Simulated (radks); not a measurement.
Coulomb parameter of the 3d shell of neutral manganese in the model configuration [Ar] 3d5.5 4s1.5, as a second difference U = [E(n + 0.25) + E(n - 0.25) - 2 E(n)] / (0.25)^2 with all orbitals relaxed. "Bare": the charge of the atom changes with n. "Screened": the 4s shell takes up the change at fixed total charge, which measures U(3d,3d) + U(4s,4s) - 2 U(3d,4s). All-electron calculation, scalar-relativistic Kohn-Sham, PBE, spin-unpolarised, spherical densities, finite nucleus; Fermi nuclear charge, rms radius 3.7057 fm. Program: a radial shooting solver on a logarithmic mesh with Libxc functionals.

case                 configuration  E - E(n) (eV)
start             [Ar] 3d5.5 4s1.5          0.000
bare +0.25       [Ar] 3d5.75 4s1.5         -0.911
bare -0.25       [Ar] 3d5.25 4s1.5          1.560
screened +0.25  [Ar] 3d5.75 4s1.25         -0.005
screened -0.25  [Ar] 3d5.25 4s1.75          0.156

U(bare) = 10.386 eV, U(screened by 4s) = 2.424 eV, against the Slater integral F0(3d,3d) = 20.067 eV with frozen orbitals. The step up makes a negative ion, whose loosely bound charge lowers the bare value.
